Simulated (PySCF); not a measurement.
Compound: C₅H₁₄BNSi.
Geometry (PBE0-D3(BJ)/def2-SVP, Å), atoms numbered from 1 in this order:
```
atom  x, y, z in Å
Si1    3.5232   -0.1679    0.9993
N2     2.1803   -0.9717    0.2097
B3     0.7816   -0.7344    0.2398
C4    -0.1988   -1.7033   -0.5448
C5    -1.3951   -0.9696   -1.1587
C6    -2.0661   -0.0318   -0.1604
C7    -1.1094    1.0327    0.3660
C8     0.1115    0.4335    1.0749
H9     4.2654   -1.1298    1.8713
H10    4.4911    0.3542   -0.0145
H11    3.0183    0.9592    1.8286
H12    2.4533   -1.7701   -0.3602
H13   -0.5773   -2.4224    0.2100
H14    0.3229   -2.3158   -1.3005
H15   -1.0540   -0.3742   -2.0254
H16   -2.1327   -1.6858   -1.5581
H17   -2.9410    0.4494   -0.6280
H18   -2.4582   -0.6226    0.6887
H19   -1.6481    1.7210    1.0390
H20   -0.7696    1.6508   -0.4850
H21   -0.2256   -0.0328    2.0230
H22    0.8156    1.2254    1.3729
```

All values: PBE0/pcSseg-1 (PySCF, non-relativistic), on one gas-phase PBE0-D3(BJ)/def2-SVP geometry that isn't relaxed in the solvent. The solvent is an IEF-PCM continuum (Bondi radii, 1.10 Å for H, scaled by 1.2). The model holds no explicit solvent molecules, cavitation or dispersion.

Gas phase at PBE0/pcSseg-1: HOMO -7.60 eV, LUMO 0.50 eV, dipole 0.75 D.

Problem. What does the continuum do to the energy, the frontier levels and the dipole at PBE0/pcSseg-1 in chloroform and acetonitrile?

Solution. 
```json
{"solvent": "chloroform", "ε": "4.711", "E(solvent) − E(gas) (kJ/mol)": "-4.91", "polarisation term (kJ/mol)": "-5.21", "distortion of the solute (kJ/mol)": "0.30", "HOMO (eV)": "-7.51", "LUMO (eV)": "0.59", "dipole (D)": "0.94"}
{"solvent": "acetonitrile", "ε": "35.69", "E(solvent) − E(gas) (kJ/mol)": "-6.93", "polarisation term (kJ/mol)": "-7.54", "distortion of the solute (kJ/mol)": "0.61", "HOMO (eV)": "-7.49", "LUMO (eV)": "0.61", "dipole (D)": "1.03"}
```

Polarisation term: ½ Σ q·V over the induced surface charges. Distortion: the rise of the solute's own energy as its density leaves the gas-phase optimum. From chloroform to acetonitrile the lowering changes by a factor 1.41, Onsager's factor (ε − 1)/(2ε + 1) by 1.35 and ε itself by 7.6.

Problem. Give the dipole vector in the frame of the coordinates (D, pointing from negative to positive charge), gas and acetonitrile.

Solution. Gas (0.48, -0.53, -0.21), solvent (0.65, -0.74, -0.30). Its length changes by +37 % and its direction by less than 1°.

Problem. Which ESP-fitted charges (PBE0/pcSseg-1) respond most in acetonitrile (means over atoms taken as equivalent)?

Solution. 
```json
{"atoms": "N2", "environment": "silicon-bound nitrogen", "gas (e)": "-0.798", "solvent (e)": "-0.831", "change": "-0.033"}
{"atoms": "H12", "environment": "N–H hydrogen", "gas (e)": "+0.364", "solvent (e)": "+0.396", "change": "+0.032"}
{"atoms": "Si1", "environment": "SiH3 silicon", "gas (e)": "+0.527", "solvent (e)": "+0.545", "change": "+0.018"}
{"atoms": "B3", "environment": "three-coordinate boron", "gas (e)": "+0.504", "solvent (e)": "+0.519", "change": "+0.015"}
{"atoms": "C4/C8", "environment": "sp3 carbon bound to boron", "gas (e)": "-0.256", "solvent (e)": "-0.271", "change": "-0.015"}
{"atoms": "H9/H10/H11", "environment": "Si–H hydrogen", "gas (e)": "-0.108", "solvent (e)": "-0.113", "change": "-0.005"}
{"atoms": "C6", "environment": "ring CH2 carbon", "gas (e)": "-0.085", "solvent (e)": "-0.080", "change": "+0.005"}
{"atoms": "H13/H14/H21/H22", "environment": "methylene hydrogen", "gas (e)": "+0.046", "solvent (e)": "+0.050", "change": "+0.004"}
{"atoms": "C5/C7", "environment": "ring CH2 carbon", "gas (e)": "+0.040", "solvent (e)": "+0.038", "change": "-0.002"}
{"atoms": "H17/H18", "environment": "methylene hydrogen", "gas (e)": "+0.022", "solvent (e)": "+0.021", "change": "-0.001"}
{"atoms": "H15/H16/H19/H20", "environment": "methylene hydrogen", "gas (e)": "+0.004", "solvent (e)": "+0.003", "change": "-0.001"}
```

Problem. Which Mayer bond orders change most in acetonitrile?

Solution. 
```tsv
bond	length (Å)	gas	solvent	change
N2–B3	1.419	1.231	1.250	+0.019
N2–H12	1.018	0.903	0.890	-0.013
Si1–N2	1.753	0.943	0.948	+0.005
B3–C4	1.586	0.951	0.953	+0.002
C8–B3	1.584	0.973	0.971	-0.002
C4–H14	1.104	0.956	0.954	-0.002
C5–C6	1.525	1.035	1.036	+0.001
C7–C8	1.534	1.047	1.048	+0.001
```
